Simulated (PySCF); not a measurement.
**Charge on either side of a bond**

C4H5N3O2Si.
Atom-mapped SMILES: `[O:1]=[CH:2][c:3]1[n:4][cH:5][n:6][n:7][c:8]1[O:9][SiH3:10]` (hydrogens: H11 on C2; H12 on C5; H13, H14, H15 on Si10)

Structure used (GFN2-xTB), in Å, numbered top down from 1:
```xyz
15
C4H5N3O2Si angstrom
O      0.4748    1.1137    2.6102
C     -0.6160    0.9922    2.1276
C     -0.9083    0.4275    0.7913
N     -2.1798    0.3763    0.4298
C     -2.4413   -0.1295   -0.7684
N     -1.5402   -0.5798   -1.6179
N     -0.2866   -0.5423   -1.2902
C      0.0856   -0.0528   -0.1059
O      1.3515   -0.0359    0.1799
Si     2.5539   -0.5867   -0.8377
H     -1.5414    1.2994    2.6482
H     -3.4754   -0.1772   -1.0751
H      3.6741   -0.2951    0.0428
H      2.5166    0.2023   -2.0628
H      2.3282   -2.0040   -1.0939
```

Atomic charges (e) from the PBE0/pcSseg-1 density (PySCF):

```
atom  Mulliken      IAO  Hirshfeld  ESP-fitted
  O1   -0.3139  -0.3524    -0.2025     -0.3905
  C2   +0.3576  +0.2438    +0.1194     +0.2826
  C3   -0.0480  +0.0445    +0.0448     +0.3006
  N4   -0.4017  -0.2489    -0.1285     -0.7485
  C5   +0.2704  +0.0658    +0.0635     +0.8239
  N6   -0.2233  -0.1427    -0.0921     -0.5787
  N7   -0.3016  -0.1800    -0.0889     -0.1362
  C8   +0.5754  +0.3155    +0.1458     +0.6078
  O9   -0.5570  -0.5276    -0.1640     -0.5001
Si10   +0.6741  +0.8477    +0.3945     +0.5767
 H11   +0.0956  +0.1192    +0.0453     +0.0677
 H12   +0.1286  +0.1799    +0.0670     -0.0206
 H13   -0.0891  -0.1205    -0.0671     -0.0697
 H14   -0.0836  -0.1222    -0.0684     -0.1068
 H15   -0.0835  -0.1222    -0.0684     -0.1083
```

Question: Cut each of the bonds C2–C3, O9–C8 and Si10–O9 in turn and sum the charges on the side of the atom named first.

Answer: In e; the other side holds the opposite charge:

```tsv
bond cut	piece	atoms	Mulliken	IAO	Hirshfeld	ESP-fitted
C2–C3	CHO	3	+0.139	+0.011	-0.038	-0.040
O9–C8	SiOH3	5	-0.139	-0.045	+0.027	-0.208
Si10–O9	SiH3	4	+0.418	+0.483	+0.191	+0.292
```

Extremes among these pieces. Mulliken: lowest SiOH3 at O9, highest SiH3 at Si10; IAO: lowest SiOH3 at O9, highest SiH3 at Si10; Hirshfeld: lowest CHO at C2, highest SiH3 at Si10; ESP-fitted: lowest SiOH3 at O9, highest SiH3 at Si10.

Question: Do the schemes agree better on the pieces than on the single atoms at the cuts?

Answer: The spread between schemes averages 0.236 e for the pieces and 0.361 e for the atoms named first; it is smaller for the piece at 3 of the 3 cuts. On average they agree better on the pieces. The sign differs between schemes (beyond ±0.03 e) for CHO at C2.

One conformer (not necessarily the lowest) at the GFN2-xTB geometry, without solvent, vibrations or thermal averaging.
